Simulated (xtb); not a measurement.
Br₄Sn (SMILES [Br][Sn]([Br])([Br])[Br]), singlet, from a rough starting geometry (GFN-xTB shapes and energies of metal compounds can be far from the true ones); GFN2-xTB run with xtb.

xtb was given this input:
```
$ xtb mol.xyz --gfn 2 --opt vtight --json

# file mol.xyz
5

Br    -0.89750144     2.30170621    -0.78267832
Sn     0.00406367     0.00746572    -0.03487777
Br    -1.75383352    -1.83093964    -0.40109519
Br     0.54393730     0.12590296     2.45782100
Br     2.11534743    -0.55181669    -1.34716563
```

It wrote (shortened):

```
   ID    Z sym.   atoms
    1   35 Br     1, 3-5
    2   50 Sn     2

           -------------------------------------------------
          |                Calculation Setup                |
           -------------------------------------------------

           -------------------------------------------------
          |                 G F N 2 - x T B                 |
           -------------------------------------------------

          ...................................................
          :                      SETUP                      :
          :.................................................:
          :  # basis functions                  50          :
          :  # atomic orbitals                  45          :
          :  # shells                           15          :
          :  # electrons                        32          :
          :  max. iterations                   250          :
          :  Hamiltonian                  GFN2-xTB          :
          :  restarted?                      false          :
          :  GBSA solvation                  false          :
          :  PC potential                    false          :
          :  electronic temp.          300.0000000     K    :
          :  accuracy                    1.0000000          :
          :  -> integral cutoff          0.2500000E+02      :
          :  -> integral neglect         0.1000000E-07      :
          :  -> SCF convergence          0.1000000E-05 Eh   :
          :  -> wf. convergence          0.1000000E-03 e    :
          :  Broyden damping             0.4000000          :
          :  net charge                          0          :
          :  unpaired electrons                  0          :
          ...................................................

 iter      E             dE          RMSdq      gap      omega  full diag
   1    -16.4215083 -0.164215E+02  0.171E+01    1.58       0.0  T
   2    -12.2242119  0.419730E+01  0.191E+01    5.19       1.0  T
   3    -18.3832713 -0.615906E+01  0.755E+00    1.42       1.0  T
   4    -18.4336998 -0.504285E-01  0.440E+00    1.31       1.0  T
   5    -18.6026869 -0.168987E+00  0.242E+00    1.30       1.0  T
   6    -18.6235727 -0.208858E-01  0.935E-01    1.26       1.0  T
   7    -18.6304911 -0.691837E-02  0.122E+00    1.22       1.0  T
   8    -18.6311364 -0.645375E-03  0.113E+00    1.22       1.0  T
   9    -18.6361192 -0.498272E-02  0.295E-01    1.24       1.0  T
[...]
 * total energy  :   -18.6313821 Eh     change        0.8565593E-11 Eh
 * total energy  :   -18.6310684 Eh     change        0.3137578E-03 Eh
 * total energy  :   -18.6315135 Eh     change       -0.4451279E-03 Eh
 * total energy  :   -18.6314870 Eh     change        0.2650096E-04 Eh
 * total energy  :   -18.6315278 Eh     change       -0.4084129E-04 Eh
 * total energy  :   -18.6314975 Eh     change        0.3034147E-04 Eh
 * total energy  :   -18.6315271 Eh     change       -0.2962016E-04 Eh
 * total energy  :   -18.6315287 Eh     change       -0.1553377E-05 Eh
 * total energy  :   -18.6315248 Eh     change        0.3856673E-05 Eh
 * total energy  :   -18.6315304 Eh     change       -0.5576194E-05 Eh
 * total energy  :   -18.6315307 Eh     change       -0.2516969E-06 Eh
 * total energy  :   -18.6315307 Eh     change       -0.3322938E-07 Eh
   *** GEOMETRY OPTIMIZATION CONVERGED AFTER 12 ITERATIONS ***
         :: total energy             -18.631530683781 Eh    ::
[...]

     #   Z          covCN         q      C6AA      α(0)
     1  35 Br       0.828    -0.128   188.296    22.124
     2  50 Sn       3.311     0.513   325.416    33.806
     3  35 Br       0.828    -0.128   188.296    22.124
     4  35 Br       0.828    -0.128   188.296    22.124
     5  35 Br       0.828    -0.128   188.296    22.124

 Mol. C6AA /au·bohr⁶  :       5301.138219
 Mol. C8AA /au·bohr⁸  :     406205.902561
 Mol. α(0) /au        :        122.302242

Wiberg/Mayer (AO) data.
largest (>0.10) Wiberg bond orders for each atom

 ---------------------------------------------------------------------------
     #   Z sym  total        # sym  WBO       # sym  WBO       # sym  WBO
 ---------------------------------------------------------------------------
     1  35 Br   1.271 --     2 Sn   0.721     4 Br   0.183     5 Br   0.183
                             3 Br   0.183
     2  50 Sn   2.884 --     3 Br   0.721     5 Br   0.721     1 Br   0.721
                             4 Br   0.721
     3  35 Br   1.271 --     2 Sn   0.721     4 Br   0.183     1 Br   0.183
                             5 Br   0.183
     4  35 Br   1.271 --     2 Sn   0.721     5 Br   0.183     1 Br   0.183
                             3 Br   0.183
     5  35 Br   1.271 --     2 Sn   0.721     4 Br   0.183     1 Br   0.183
                             3 Br   0.183
 ---------------------------------------------------------------------------

Topologies differ in total number of bonds
Writing topology from bond orders to xtbtopo.mol

molecular dipole:
                 x           y           z       tot (Debye)
 q only:        0.000      -0.000      -0.000
   full:        0.000       0.000       0.000       0.000
molecular quadrupole (traceless):
                xx          xy          yy          xz          yz          zz
 q only:        0.000       0.000       0.000      -0.000      -0.000      -0.000
  q+dip:       -0.000      -0.000      -0.000       0.000       0.000       0.000
   full:       -0.000      -0.000      -0.000       0.000       0.000       0.000

optimized geometry written to: xtbopt.xyz

           -------------------------------------------------
          | TOTAL ENERGY              -18.631530683781 Eh   |
          | GRADIENT NORM               0.000006511938 Eh/α |
          | HOMO-LUMO GAP               1.313069382379 eV   |
           -------------------------------------------------

normal termination of xtb
```
